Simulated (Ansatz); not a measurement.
Spectroscopic constants of BeS, closed-shell singlet (the spin of the measured ground state).

The constants come from a fifth-degree fit in 1/R (seven points, main isotopes). Runs in def2 and cc sets follow the lowest solution found near the PBE0 minimum. The singlet is held restricted. HF and MP2 rows in def2 and cc sets belong to the determinant that coupled cluster picked by its CCSD energy.

Programs: Ansatz (Gaussian basis) for Hartree–Fock, density functionals and correlated methods. Each number belongs to the level named beside it.

Energies at HF/def2-TZVPP:

| R (Å) | E (hartree) |
|---|---|
| 1.620990 | -412.12460296 |
| 1.664565 | -412.12967629 |
| 1.704654 | -412.13191685 |
| 1.749972 | -412.13213329 |
| 1.795290 | -412.13034201 |
| 1.847580 | -412.12630791 |
| 1.908585 | -412.11961330 |

Task: With a reduced mass of 7.0305 u, find the minimum, the force constant and the constants.

Result: A fifth-degree polynomial in 1/R puts the minimum at r_e = 1.7314 Å with force constant 464 N/m. Then ω_e = (1/2πc)√(k/μ) = 1059 cm⁻¹ and B_e = h/(8π²cμr_e²) = 0.7999 cm⁻¹; the cubic and quartic terms give α_e = 0.0061 and ω_e x_e = 6.3 cm⁻¹.

Ansatz is an electronic-structure program.
